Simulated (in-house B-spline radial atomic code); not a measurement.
Nb is squeezed into an impenetrable sphere of radius R (the orbitals vanish at R). Level of theory: scalar-relativistic (X2C) Hartree-Fock, spin-polarised, averaged over the determinants with the given up and down occupations, Fermi nucleus of rms radius 4.324 fm; calculated with a B-spline radial code for spherical atoms.

Energies in eV above the free atom in [Kr] 4d4 5s1:

```
R (bohr)  highest level (eV)  [Kr] 4d4 5s1  [Ar] 3d9 4s2 4p6 4d4 4f1 5s1  [Kr] 4d4 5p1
    8.84               -6.17       0.08365                         212.8         3.182
    6.13                -5.1         1.365                         218.8           5.7
    5.12               -3.06         4.068                         224.6         9.665
    3.98                4.44         15.54                         241.3         24.24
    3.77                7.33         20.34                         247.3         29.97
    3.12                23.8         50.69                         282.3         64.36
     2.5                65.2         143.2                         380.4         162.8
    2.08                 133         329.1                         572.3         354.1
    1.97                 161         417.5                         663.3         444.2
    1.39                 507          1748                          2030          1780
```

Question: Does [Ar] 3d9 4s2 4p6 4d4 4f1 5s1 fall below [Kr] 4d4 5s1 under compression?

Answer: No, it stays above over the whole range.

Question: Does [Kr] 4d4 5p1 fall below [Kr] 4d4 5s1 under compression?

Answer: No, it stays above over the whole range.

The highest level is first positive in the row R = 3.98 bohr, pushed up by confinement above the zero of the free ion's potential. Each configuration is held fixed and needn't be the lowest in the sphere.
